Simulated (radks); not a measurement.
The numbers below are computed, except where a source is named.
Spherical quantum dot in the effective-mass picture: electrons in a well V = -V0 / (1 + exp((r - R)/a)) with V0 = 11.3, R = 4.01, a = 0.21, all in effective atomic units (hartree* = m*/eps^2 hartree, bohr* = eps/m* bohr), one dielectric constant everywhere. Level of theory: non-relativistic Kohn-Sham, LDA (Slater exchange, Perdew-Wang correlation), spin-polarised, spherical densities (a radial shooting solver with Libxc functionals). Levels are named by radial order and angular momentum (1s, 1p, 1d, 2s, ...), and open shells are averaged over m.

N = 24, configuration 1s2 1p6 1d10 1f(up 6, down 0). This is the lowest configuration that the search found. Occupied and some empty levels:

| level | occupation | eigenvalue (hartree*) | <r> (bohr*) |
|---|---|---|---|
| 1s up | 1 | -3.3582 | 2.703 |
| 1s down | 1 | -3.3009 | 2.683 |
| 1p up | 3 | -3.1952 | 2.811 |
| 1p down | 3 | -3.1345 | 2.801 |
| 1d up | 5 | -2.9143 | 2.908 |
| 1d down | 5 | -2.8511 | 2.903 |
| 1f up | 6 | -2.5320 | 2.992 |
| 1f down | 0 | -2.4673 | 2.991 |
| 2s up | 0 | -2.2422 | 1.861 |
| 2s down | 0 | -2.2198 | 1.860 |
| 1g up | 0 | -2.0584 | 3.067 |
| 1g down | 0 | -1.9930 | 3.067 |
| 2p up | 0 | -1.7343 | 2.195 |
| 2p down | 0 | -1.7037 | 2.190 |
| 2d up | 0 | -1.1395 | 2.416 |
| 2d down | 0 | -1.1027 | 2.411 |

Energy (hartree*): total -158.528, kinetic 21.153, external -261.60, Hartree 91.956, exchange-correlation -10.034.
